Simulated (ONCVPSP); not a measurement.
## Before and after: ONCV potential for Mo (Z = 42)

* Element: Mo
* Generator: ONCVPSP 4.0.1
* Type: optimised norm-conserving Vanderbilt (ONCV)
* Functional: PBE
* Relativity: scalar-relativistic
* Frozen core: [Ar] 3d10
* Valence charge: 14
* Reference configuration: 4s2 4p6 4d5 5s1
* Partial waves: 4s+5s: rc 2.05 bohr, ncon 5, nbas 8, qcut 5.6 1/bohr, 2 projectors; 4p: rc 1.70 bohr, ncon 4, nbas 7, qcut 7.3 1/bohr, 2 projectors, debl 0.9 Ha; 4d: rc 1.75 bohr, ncon 3, nbas 7, qcut 5.8 1/bohr, 2 projectors, debl 2.9 Ha
* Local potential: polynomial inside 1.25 bohr (lpopt 4, dvloc0 -1 Ha)
* Core correction: Teter function, fcfact 2, rcfact 1.15

In the p channel the program set the typed energies aside and used -1.414, 0.250 Ha.

Change: local potential polynomial inside 1.25 bohr (lpopt 4, dvloc0 1.5 Ha).

Cutoffs: the cutoffs (Ha) at which the residual kinetic energy of the hardest occupied pseudo-wave falls to 1 and 0.1 mHa per electron; they do not see the model core or the augmentation charge, which bear on the density cutoff. Errors are all-electron minus pseudo energies relative to the spin-unpolarised reference configuration.

Problem. Predict the effect on cutoff, ghosts and configuration errors.

Solution. The potential gets neither clearly harder nor softer (16 Ha and 42 Ha → 16 Ha and 42 Ha); of the 4 tests that both files solve, the error grows in 2 and shrinks in 0 by more than 15 % and 0.3 meV (median size 2.1 → 2.3 meV); the range in which the d phases agree narrows (upper end at the end of the scan → 3.7); neither file shows a bound ghost.

```csv
quantity,base,changed
"cutoff, loose",16 Ha,16 Ha
"cutoff, tight",42 Ha,42 Ha
bound ghosts,none,none
GHOST(+) flags under 300 eV,none,none
"error for 4s2 4p6 4d5 5s0, meV [ΔE 6.89 eV]",-2.6,-2.6
"error for 4s2 4p6 4d4 5s0, meV [ΔE 22.35 eV]",-4.0,-5.3
"error for 4s2 4p6 4d3 5s0, meV [ΔE 49.10 eV]",+1.6,-1.8
"error for 4s2 4p6 4d4 5s1, meV [ΔE 8.06 eV]",-1.5,-2.1
s: phases at 2.08 bohr within 0.05 rad from the reference energy up to (Ha; the scan ends near 5),4.6,4.9
p: phases at 1.73 bohr within 0.05 rad from the reference energy up to (Ha; the scan ends near 5),to the end of the scan,to the end of the scan
d: phases at 1.77 bohr within 0.05 rad from the reference energy up to (Ha; the scan ends near 5),to the end of the scan,3.7
"rms error of d²Exc/dni dnj with the model core, mHa",0.79,0.79
```
